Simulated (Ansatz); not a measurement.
```yaml
crystal:
  periodic: [false, false, false]
  atoms:
    - {symbol: N, position_ang: [0.069668, 1.054319, 1.425751]}
    - {symbol: C, position_ang: [-0.069416, 0.221104, 0.429602]}
    - {symbol: C, position_ang: [-0.087810, -0.493850, -0.607711]}
    - {symbol: Te, position_ang: [-0.392006, -1.822676, -2.121952]}
    - {symbol: H, position_ang: [-0.524324, 1.910614, 1.423772]}
    - {symbol: H, position_ang: [0.143483, 0.709999, 2.334451]}
    - {symbol: H, position_ang: [1.049779, -1.556359, -2.823428]}
basis:
  gaussian: {orbitals: def2-TZVP}
hamiltonian: {xc: {name: HF}}
correlation: {active_space: {window: {electrons: 3, orbitals: 2}}}
output: {forces: true}
```

```sh
$ ansatz run in.yaml --threads 2 --pin off --events-out ev --progress --plain --max-ram 4352MiB
```

Shortened log:

```
Functional definition: HF
  name "HF"
  cite "Fock, Z. Phys. 61, 126 (1930) doi:10.1007/BF01340294"
  parent pbe
  exchange = exact_x
  correlation = 0
1227 factors; integrals over basis functions are off by at most 1.3e-3 eV
mean field evaluation 1: about -10851.2458 eV, gradient 3.1e1 eV
mean field evaluation 2: about -10851.5193 eV, gradient 3.1e1 eV
mean field evaluation 4: about -10854.3140 eV, gradient 3.8e0 eV
mean field evaluation 8: about -10854.3720 eV, gradient 4.3e-1 eV
mean field evaluation 16: about -10854.3743 eV, gradient 1.8e-6 eV
mean field -10854.37429544 eV, -398.8908979982 hartree, gradient 1.8e-6 eV, S^2 0.000000; 0 other end points of the search recorded, 0 dependent functions left out
reference -10854.37429544 eV, -398.8908979982 hartree; 23, 23 occupied and 138, 138 virtual orbitals, 1227 factors
Error: 3 electrons in 2 orbitals form no window around the highest filled level of the reference
```

(1) Something in this input is off. What?

## Answers

(1) The active space doesn't fit the electrons. The run stopped with an error.
